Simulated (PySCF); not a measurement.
A species of formula C6H11FO2Si has this rotational fingerprint, computed with PBE0/pcSseg-1 in PySCF (dipole) on a GFN2-xTB geometry, gas phase:

| Property | Result |
| --- | --- |
| Rotational constants | A = 2055, B = 674.9, C = 558.5 MHz |
| Dipole components | \|μa\| = 1.50 D, \|μb\| = 0.32 D, \|μc\| = 0.48 D |
| Inertial defect | -89.78 u·Å² |
| κ | -0.84 |

**Question.** Which candidate fits, each taken in the one conformer that was computed?
A. `[CH3:1][O:2][CH2:3][Si@@H:4]1[CH2:5][O:6][CH:7]=[CH:8][C@@H:9]1[F:10]` with C1–O2–C3–Si4 177°, O2–C3–Si4–C5 -62°, C3–Si4–C5–O6 -168°, Si4–C5–O6–C7 41°, C5–O6–C7–C8 -13°, C7–C8–C9–F10 100°
B. `[CH3:1][O:2][Si@@H:3]([F:4])[C@H:5]1[CH2:6][C@@H:7]1[CH2:8][CH:9]=[O:10]` with C1–O2–Si3–F4 57°, O2–Si3–C5–C6 -25°, C6–C7–C8–C9 -151°, C7–C8–C9–O10 2°
C. `[CH3:1][CH:2]([CH3:3])[C:4]1=[C:5]([O:6][SiH2:7][OH:8])[C@@H:9]1[F:10]` with C1–C2–C4–C5 121°, C4–C5–O6–Si7 -160°, C5–O6–Si7–O8 40°, O6–Si7–O8–H -28°
D. `[F:1][C@@H:2]1[CH2:3][C@@H:4]1[CH2:5][O:6][C@@H:7]1[O:8][CH2:9][SiH2:10]1` with C3–C4–C5–O6 100°, C4–C5–O6–C7 -74°, C5–O6–C7–O8 -59°, F1–C2–C3–C4 -108°, C2–C3–C4–C5 108°, O6–C7–O8–C9 -94°, C7–O8–C9–Si10 -14°

**Answer.** A. It is COC[Si@@H]1COC=C[C@@H]1F, an asymmetric top, point group C1. The candidates at the same level (rigid rotor, commonest isotopes):

```csv
SMILES,A (MHz),B (MHz),C (MHz),μa (D),μb (D),μc (D),Δ (u·Å²),point group,rotor
CO[Si@@H](F)[C@H]1C[C@@H]1CC=O,1845,594.3,580.4,1.43,1.39,1.65,-253.60,C1,near-prolate asymmetric top
F[C@@H]1C[C@@H]1CO[C@@H]1OC[SiH2]1,3006,510.2,494.7,1.48,1.58,0.93,-137.17,C1,near-prolate asymmetric top
COC[Si@@H]1COC=C[C@@H]1F,2055,674.9,558.5,1.50,0.32,0.48,-89.78,C1,asymmetric top
CC(C)C1=C(O[SiH2]O)[C@@H]1F,2295,569.2,510.5,1.38,1.26,0.69,-118.09,C1,near-prolate asymmetric top
```

`CC(C)C1=C(O[SiH2]O)[C@@H]1F` has B 16 % too low; `F[C@@H]1C[C@@H]1CO[C@@H]1OC[SiH2]1` has A 46 % too high; `CO[Si@@H](F)[C@H]1C[C@@H]1CC=O` has B 12 % too low. No structure here is proved a minimum.
